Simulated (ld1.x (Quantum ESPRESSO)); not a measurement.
LDA (PZ) TM dataset for Pb (Z = 82), non-relativistic all-electron reference.

| Property | Result |
| --- | --- |
| Element | Pb |
| Generator | ld1.x (Quantum ESPRESSO) 7.5 |
| Type | norm-conserving Troullier–Martins (Kleinman–Bylander form) |
| Functional | LDA (PZ) |
| Relativity | non-relativistic |
| Frozen core | [Xe] 4f14 |
| Valence charge | 14 |
| Reference configuration | 5d10 6s2 6p1.5 (charge +0.5) |
| Partial waves | 6s (bound): rc 2.00 bohr; 6p (bound): rc 2.75 bohr; 5d (bound): rc 1.85 bohr |
| Local potential | all-electron potential smoothed inside 1.90 bohr (lloc = -1) |
| Core correction | Bessel-smoothed model core, default radius (core density twice the valence density) |

Poles of the logarithmic derivatives, all-electron (AE) and pseudo (PS). s: poles at -0.0 (AE) and -0.0 (PS) Ry. p: poles at 0.9 (AE) and 0.4, 1.3 (PS) Ry. d: poles at -2.0, 2.9 (AE) and -2.0, 3.0 (PS) Ry. Test radius 3.00 bohr.

* Cutoffs needed: 55 Ry and 90 Ry (the cutoffs (Ry, on a coarse ladder) from which the occupation-weighted sum of valence levels, in a spherical-Bessel basis at the reference potential, stays within 10 and 1 mRy of its value at 400 Ry)
* Ghost test: ghost state, extra bound levels that the all-electron valence spectrum of the same l lacks: s at -51.6 eV; a true bound ghost makes a file unfit for plane-wave use (spherical-Bessel basis up to 400 Ry, 20 bohr box)
* Largest excitation error: -137 meV (all-electron minus pseudo) for 5d9 6s2 6p3, out of 7 test configurations
